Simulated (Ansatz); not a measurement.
Start from `C[Te][SiH2]N` and change one atom or group to get `B[Te][SiH2]N`.

Ansatz, PBE0-D4/def2-TZVP geometries, multiplicity 1. Each molecule was computed in one conformer, which needn't be the lowest.

Elements past krypton have def2 core potentials.  Spin–orbit coupling is left out; it splits and shifts lone-pair levels of the heavy atoms by tenths of an eV.

```
                               property  `C[Te][SiH2]N`
    LUMO energy (B3LYP/def2-TZVPP) / eV           -0.65
  HOMO energy (ωB97M-V/def2-TZVPP) / eV           -8.09
  HOMO–LUMO gap (B3LYP/def2-TZVPP) / eV            5.15
      HOMO energy (PBE/def2-TZVPP) / eV           -5.01
HOMO–LUMO gap (ωB97M-V/def2-TZVPP) / eV            9.40
    HOMO energy (B3LYP/def2-TZVPP) / eV           -5.80
```

Task: Give the same properties after the change, and the shifts. (Best estimate.)

Result: Computed: 
```
                               property  `B[Te][SiH2]N`  shift
    LUMO energy (B3LYP/def2-TZVPP) / eV           -1.75  -1.10
  HOMO energy (ωB97M-V/def2-TZVPP) / eV           -8.92  -0.83
  HOMO–LUMO gap (B3LYP/def2-TZVPP) / eV            4.95  -0.20
      HOMO energy (PBE/def2-TZVPP) / eV           -6.01  -1.00
HOMO–LUMO gap (ωB97M-V/def2-TZVPP) / eV            9.19  -0.21
    HOMO energy (B3LYP/def2-TZVPP) / eV           -6.70  -0.90
```

With PBE0 the HOMO falls by 0.92 eV and the LUMO falls by 1.17 eV, so the gap narrows by about 0.25 eV. PBE moves the HOMO by -1.00 eV and ωB97M-V by -0.83 eV.

Positive LUMOs are unbound, so they and the gaps depend on the basis.

B3LYP here is the variant with VWN-RPA as its local correlation; programs differ in this.
